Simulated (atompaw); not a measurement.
**What one change does to a pseudopotential (ruthenium (Ru), PAW (atompaw))**

Ru (Z = 44), PAW, made with atompaw 4.2.0.5 (PBEsol, scalar-relativistic). Core [Ar] 3d10, reference 4s2 4p6 4d7 5s1 5p0. Waves: 4s (bound): rc 1.25 bohr; 5s (bound): rc 2.35 bohr; 4p (bound): rc 1.70 bohr; 5p (bound, empty): rc 2.35 bohr; 4d (bound): rc 2.35 bohr; 4d channel at 0.05 Ry: rc 2.35 bohr. Local part: troulliermartins scheme with l = 3 at 0 Ry, radius 2.05 bohr. Core correction: smooth core density matched at 1.35 bohr. Augmentation charge: besselshape compensation charge, radius 2.25 bohr; PAW radius 2.35 bohr; waves and projectors: custom polynom2 7 10 vanderbiltortho.

Change: augmentation besselshape compensation charge, radius 2.25 bohr; PAW radius 2.35 bohr; waves and projectors: custom polynom vanderbiltortho.

Cutoffs: the cutoffs (Ry, on a coarse ladder) from which the occupation-weighted sum of valence levels, in a spherical-Bessel basis at the reference potential, stays within 10 and 1 mRy of its value at 400 Ry; they do not see the model core or the augmentation charge, which bear on the density cutoff.

**Question.** What does the change do?

**Answer.** The potential gets neither clearly harder nor softer (30 Ry and 100 Ry → 40 Ry and 70 Ry); the range in which the s phases agree widens (upper end 2.4 → 3.4); the range in which the d phases agree widens (upper end 3.3 → at the end of the scan); neither file shows a bound ghost.

| quantity | base | changed |
| --- | --- | --- |
| cutoff, loose | 30 Ry | 40 Ry |
| cutoff, tight | 100 Ry | 70 Ry |
| loose cutoff by channel (10 mRy a level) | s 18 Ry, p 21 Ry, d 15 Ry | s 30 Ry, p 25 Ry, d 15 Ry |
| bound ghosts | none | none |
| s: phases at 2.35 bohr within 0.05 rad from the reference energy up to (Ry; the scan ends near 5) | 2.4 | 3.4 |
| p: phases at 2.35 bohr within 0.05 rad from the reference energy up to (Ry; the scan ends near 5) | 0.9 | 1.4 |
| d: phases at 2.35 bohr within 0.05 rad from the reference energy up to (Ry; the scan ends near 5) | 3.3 | to the end of the scan |
| lowest overlap eigenvalue by channel | s 0.36, p 0.54, d 0.92 | s 0.48, p 0.56, d 0.92 |

 The cutoffs see the waves, projectors and local potential, not the compensation charge or the core.
